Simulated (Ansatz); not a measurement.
One change: `OC(F)(F)[SiH3]` becomes `CCC(O)(F)F`.

Ansatz, PBE0-D4/def2-TZVP geometries, multiplicity 1. Each molecule was computed in one conformer, which needn't be the lowest.

```json
{"property": "size of the dipole moment (B3LYP/def2-TZVPP) / D", "`OC(F)(F)[SiH3]`": "0.79"}
{"property": "LUMO energy (ωB97M-V/def2-TZVPP) / eV", "`OC(F)(F)[SiH3]`": "2.00"}
{"property": "HOMO energy (PBE/def2-TZVPP) / eV", "`OC(F)(F)[SiH3]`": "-7.85"}
{"property": "HOMO energy (ωB97M-V/def2-TZVPP) / eV", "`OC(F)(F)[SiH3]`": "-11.68"}
{"property": "size of the dipole moment (ωB97M-V/def2-TZVPP) / D", "`OC(F)(F)[SiH3]`": "0.79"}
{"property": "HOMO energy (B3LYP/def2-TZVPP) / eV", "`OC(F)(F)[SiH3]`": "-9.18"}
```

Q: Give the same properties after the change, and the shifts. (Estimate.)

A: Computed: 
```tsv
property	`CCC(O)(F)F`	shift
size of the dipole moment (B3LYP/def2-TZVPP) / D	0.77	-0.02
LUMO energy (ωB97M-V/def2-TZVPP) / eV	2.61	0.61
HOMO energy (PBE/def2-TZVPP) / eV	-7.81	0.04
HOMO energy (ωB97M-V/def2-TZVPP) / eV	-12.20	-0.52
size of the dipole moment (ωB97M-V/def2-TZVPP) / D	0.76	-0.03
HOMO energy (B3LYP/def2-TZVPP) / eV	-9.43	-0.25
```

With PBE0 the HOMO falls by 0.32 eV and the LUMO rises by 0.85 eV, so the gap widens by about 1.17 eV. PBE moves the HOMO by 0.04 eV and ωB97M-V by -0.52 eV. Dipoles are sizes alone; their direction can turn.

B3LYP here is the variant with VWN-RPA as its local correlation; programs differ in this.
